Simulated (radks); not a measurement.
Trend from K+ to Kr+: ionisation energy by Delta-SCF between NIST ground configurations, and size. Calculated with a radial shooting solver on a logarithmic mesh with Libxc functionals: scalar-relativistic Kohn-Sham, LDA (Slater exchange, Perdew-Wang correlation), spin-polarised, spherical densities, point nucleus; open shells are filled with parallel spins first.

| species | configuration | IE (eV) | NIST (eV) | kind | -e(HOMO) (eV) | outermost | <r> outermost (bohr) | r at 0.001 e/bohr^3 (bohr) |
|---|---|---|---|---|---|---|---|---|
| K+ | [Ar] | 31.734 | 31.625 | exp. | 24.973 (3p) | 3p | 1.43 | 3.31 |
| Ca+ | [Ar] 4s1 | 12.162 | 11.872 | exp. | 9.496 (4s) | 4s | 3.54 | 4.29 |
| Sc+ | [Ar] 3d1 4s1 | 13.323 | 12.800 | exp. | 10.403 (4s) | 4s | 3.29 | 4.24 |
| Ti+ | [Ar] 3d2 4s1 | 14.260 | 13.576 | exp. | 11.126 (4s) | 4s | 3.11 | 4.15 |
| V+ | [Ar] 3d4 | 16.002 | 14.63 | exp. | 10.051 (3d) | 3d | 1.51 | 3.62 |
| Cr+ | [Ar] 3d5 | 17.448 | 16.486 | exp. | 11.120 (3d) | 3d | 1.38 | 3.55 |
| Mn+ | [Ar] 3d5 4s1 | 16.522 | 15.640 | exp. | 12.855 (4s) | 4s | 2.72 | 3.89 |
| Fe+ | [Ar] 3d6 4s1 | 17.091 | 16.199 | exp. | 13.296 (4s) | 4s | 2.64 | 3.83 |
| Co+ | [Ar] 3d8 | 18.377 | 17.084 | exp. | 11.622 (3d) | 3d | 1.17 | 3.43 |
| Ni+ | [Ar] 3d9 | 19.942 | 18.169 | exp. | 12.839 (3d) | 3d | 1.08 | 3.37 |
| Cu+ | [Ar] 3d10 | 21.439 | 20.292 | exp. | 14.007 (3d) | 3d | 1.01 | 3.31 |
| Zn+ | [Ar] 3d10 4s1 | 19.029 | 17.964 | exp. | 14.783 (4s) | 4s | 2.37 | 3.61 |
| Ga+ | [Ar] 3d10 4s2 | 21.170 | 20.515 | exp. | 16.654 (4s) | 4s | 2.20 | 3.73 |
| Ge+ | [Ar] 3d10 4s2 4p1 | 15.909 | 15.935 | exp. | 11.812 (4p) | 4p | 2.52 | 3.92 |
| As+ | [Ar] 3d10 4s2 4p2 | 18.692 | 18.589 | exp. | 14.150 (4p) | 4p | 2.29 | 3.93 |
| Se+ | [Ar] 3d10 4s2 4p3 | 21.367 | 21.20 | exp. | 16.434 (4p) | 4p | 2.10 | 3.87 |
| Br+ | [Ar] 3d10 4s2 4p4 | 21.685 | 21.591 | exp. | 16.757 (4p) | 4p | 1.97 | 3.81 |
| Kr+ | [Ar] 3d10 4s2 4p5 | 24.664 | 24.360 | exp. | 19.299 (4p) | 4p | 1.83 | 3.73 |

Reference values: NIST Atomic Spectra Database (exp. = measured, semi-emp. = semi-empirical, theory = theoretical value adopted there). Open shells are spherical and high-spin; term and fine-structure splittings are not resolved.
